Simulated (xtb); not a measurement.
C2H6N (SMILES [CH2]CN), doublet, geometry from GFN2-xTB, atoms displaced at random by about 0.05 Å a coordinate; xtb with GFN2-xTB.

xtb was given this input:
```
$ xtb mol.xyz --gfn 2 --uhf 1 --opt tight --json

# file mol.xyz
9

C      1.25703151     0.21445753    -0.23616892
C      0.09730061    -0.39869004     0.37089856
N     -1.22281637     0.08888824    -0.09979240
H      2.21232796    -0.13235555    -0.04979145
H      1.13704336     0.82329542    -1.17472694
H      0.17602907    -0.30644382     1.51399375
H      0.12765821    -1.43858648     0.22362901
H     -1.14623718     1.16820058    -0.11121179
H     -1.94394112    -0.20036357     0.48404727
```

It wrote (shortened):

```
   ID    Z sym.   atoms
    1    6 C      1, 2
    2    7 N      3
    3    1 H      4-9

           -------------------------------------------------
          |                Calculation Setup                |
           -------------------------------------------------

           -------------------------------------------------
          |                 G F N 2 - x T B                 |
           -------------------------------------------------

          ...................................................
          :                      SETUP                      :
          :.................................................:
          :  # basis functions                  18          :
          :  # atomic orbitals                  18          :
          :  # shells                           12          :
          :  # electrons                        19          :
          :  max. iterations                   250          :
          :  Hamiltonian                  GFN2-xTB          :
          :  restarted?                      false          :
          :  GBSA solvation                  false          :
          :  PC potential                    false          :
          :  electronic temp.          300.0000000     K    :
          :  accuracy                    1.0000000          :
          :  -> integral cutoff          0.2500000E+02      :
          :  -> integral neglect         0.1000000E-07      :
          :  -> SCF convergence          0.1000000E-05 Eh   :
          :  -> wf. convergence          0.1000000E-03 e    :
          :  Broyden damping             0.4000000          :
          :  net charge                          0          :
          :  unpaired electrons                  1          :
          ...................................................

 iter      E             dE          RMSdq      gap      omega  full diag
   1    -10.2646624 -0.102647E+02  0.319E+00    9.12       0.0  T
   2    -10.2797971 -0.151348E-01  0.180E+00    8.80       1.0  T
   3    -10.2804536 -0.656486E-03  0.674E-01    8.81       1.0  T
   4    -10.2805438 -0.901915E-04  0.140E-01    8.68       1.0  T
   5    -10.2805928 -0.489591E-04  0.549E-02    8.73       1.0  T
   6    -10.2805933 -0.508123E-06  0.632E-03    8.74       5.3  T
   7    -10.2805934 -0.926476E-07  0.318E-03    8.74      10.5  T
   8    -10.2805934 -0.421607E-08  0.934E-04    8.74      35.7  T
   9    -10.2805934 -0.242059E-08  0.205E-04    8.74     162.3  T

   *** convergence criteria satisfied after 9 iterations ***

         :::::::::::::::::::::::::::::::::::::::::::::::::::::
         ::                     SUMMARY                     ::
         :::::::::::::::::::::::::::::::::::::::::::::::::::::
         :: total energy             -10.140123154580 Eh    ::
         :: gradient norm              0.132462244176 Eh/a0 ::
         :: HOMO-LUMO gap              8.737086460242 eV    ::
         ::.................................................::
         :: SCC energy               -10.280592843336 Eh    ::
         :: -> isotropic ES            0.012492309485 Eh    ::
         :: -> anisotropic ES          0.004216535769 Eh    ::
         :: -> anisotropic XC          0.010454756378 Eh    ::
         :: -> dispersion             -0.003045961083 Eh    ::
         :: repulsion energy           0.140469688756 Eh    ::
         :: add. restraining           0.000000000000 Eh    ::
         :: total charge              -0.000000000000 e     ::
         :::::::::::::::::::::::::::::::::::::::::::::::::::::

      -----------------------------------------------------------
     |                   =====================                   |
     |                        A N C O P T                        |
     |                   =====================                   |
     |               Approximate Normal Coordinate               |
     |                Rational Function Optimizer                |
[...]
 * total energy  :   -10.1401232 Eh     change       -0.3560352E-10 Eh
 * total energy  :   -10.1504826 Eh     change       -0.1035942E-01 Eh
 * total energy  :   -10.1517365 Eh     change       -0.1253964E-02 Eh
 * total energy  :   -10.1518369 Eh     change       -0.1003704E-03 Eh
 * total energy  :   -10.1518870 Eh     change       -0.5011323E-04 Eh
 * total energy  :   -10.1519122 Eh     change       -0.2515603E-04 Eh
 * total energy  :   -10.1519228 Eh     change       -0.1060916E-04 Eh
 * total energy  :   -10.1519262 Eh     change       -0.3410531E-05 Eh
 * total energy  :   -10.1519273 Eh     change       -0.1067268E-05 Eh
 * total energy  :   -10.1519277 Eh     change       -0.4685366E-06 Eh
   *** GEOMETRY OPTIMIZATION CONVERGED AFTER 10 ITERATIONS ***
         :: total energy             -10.151927732113 Eh    ::
[...]
         2        2.0000           -0.5870067             -15.9733
         3        2.0000           -0.5555799             -15.1181
         4        2.0000           -0.5217012             -14.1962
         5        2.0000           -0.5135778             -13.9752
         6        2.0000           -0.4822434             -13.1225
         7        2.0000           -0.4518593             -12.2957
         8        2.0000           -0.4489036             -12.2153
         9        2.0000           -0.3686697             -10.0320
        10        1.0000           -0.3022883              -8.2257 (HOMO)
        11                          0.0486148               1.3229 (LUMO)
        12                          0.1286668               3.5012
        13                          0.1381436               3.7591
        14                          0.1451137               3.9487
        15                          0.2018347               5.4922
        16                          0.2282665               6.2114
        17                          0.2980858               8.1113
        18                          0.3592472               9.7756
      -------------------------------------------------------------
                  HL-Gap            0.3509031 Eh            9.5486 eV
             Fermi-level           -0.2311579 Eh           -6.2901 eV

     #   Z          covCN         q      C6AA      α(0)
     1   6 C        2.836    -0.129    31.271     9.164
     2   6 C        3.729     0.037    20.043     6.391
     3   7 N        2.632    -0.335    28.629     7.947
     4   1 H        0.926     0.033     2.547     2.496
     5   1 H        0.927     0.046     2.374     2.410
     6   1 H        0.921     0.022     2.706     2.573
     7   1 H        0.923     0.052     2.299     2.371
     8   1 H        0.860     0.141     1.465     1.896
     9   1 H        0.860     0.134     1.516     1.929

 Mol. C6AA /au·bohr⁶  :        581.874811
 Mol. C8AA /au·bohr⁸  :      11990.364039
 Mol. α(0) /au        :         37.175908

Wiberg/Mayer (AO) data.
largest (>0.10) Wiberg bond orders for each atom

 ---------------------------------------------------------------------------
     #   Z sym  total        # sym  WBO       # sym  WBO       # sym  WBO
 ---------------------------------------------------------------------------
     1   6 C    3.211 --     2 C    1.106     4 H    0.985     5 H    0.983
     2   6 C    3.988 --     1 C    1.106     3 N    1.027     7 H    0.928
                             6 H    0.924
     3   7 N    3.019 --     2 C    1.027     9 H    0.970     8 H    0.966
     4   1 H    0.999 --     1 C    0.985
     5   1 H    0.998 --     1 C    0.983
     6   1 H    0.997 --     2 C    0.924
     7   1 H    0.995 --     2 C    0.928
     8   1 H    0.980 --     3 N    0.966
     9   1 H    0.982 --     3 N    0.970
 ---------------------------------------------------------------------------

Topologies differ in total number of bonds
Writing topology from bond orders to xtbtopo.mol

molecular dipole:
                 x           y           z       tot (Debye)
 q only:       -0.114       0.009       0.252
   full:       -0.150       0.104       0.613       1.626
molecular quadrupole (traceless):
                xx          xy          yy          xz          yz          zz
 q only:        0.128      -0.447       0.508      -0.779      -0.485      -0.636
  q+dip:       -0.153      -0.780       0.951      -2.075      -0.960      -0.798
   full:        0.065      -0.866       1.013      -2.067      -0.790      -1.078

optimized geometry written to: xtbopt.xyz

           -------------------------------------------------
          | TOTAL ENERGY              -10.151927732113 Eh   |
          | GRADIENT NORM               0.000147968294 Eh/α |
          | HOMO-LUMO GAP               9.548559423044 eV   |
           -------------------------------------------------

normal termination of xtb
```
